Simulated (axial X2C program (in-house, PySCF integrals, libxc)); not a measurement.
**Potential curves of SbH⁻, two-component**

Computed with an in-house relativistic program for diatomic molecules. Two-component (2c) means X2C with spin–orbit coupling and atomic mean-field two-electron Coulomb and Gaunt terms. Basis: Sb dyall-acv3z [12s13p9d5f1g], H dyall-av3z [7s3p2d] (cores contracted in-house); Gaussian nuclei, density fitting, unrestricted open shells. Masses: Sb 120.904 u, H 1.008 u.

State: Ω = 3/2 (⟨Sz⟩ = 0.50, ⟨Lz⟩ = 1.00 at M06). Energies in eV from the fragments at the same level (Sb- + H). Fits are polynomials in 1 − R0/R over 0.85 to 1.23 times the lowest point R0.

```tsv
R (Å)	M06
1.5112	-2.3743
1.5807	-2.6354
1.6328	-2.7544
1.6849	-2.8218
1.7370	-2.8478
1.7978	-2.8374
1.8586	-2.7936
1.9368	-2.7017
2.0323	-2.5538
2.1713	-2.3010
```

One determinant describes the state; a PBE0 search over occupations chose it and may have missed a lower one. Dissociation energies refer to the lowest single-determinant-based atoms at the same level and basis. Density functionals use the spin component along the axis (collinear). The functionals have no current-density term, which raises determinants with orbital currents, atoms included. The highest occupied level of some functionals is positive through self-interaction error; at Hartree–Fock it is bound.

(1) What are Re, ωe and De at the M06 level?

Answers

(1) At M06, 2c: Re = 1.751 Å, ωe ≈ 1750 cm⁻¹, De = 2.85 eV to Sb- + H; Be follows as 5.5 cm⁻¹.
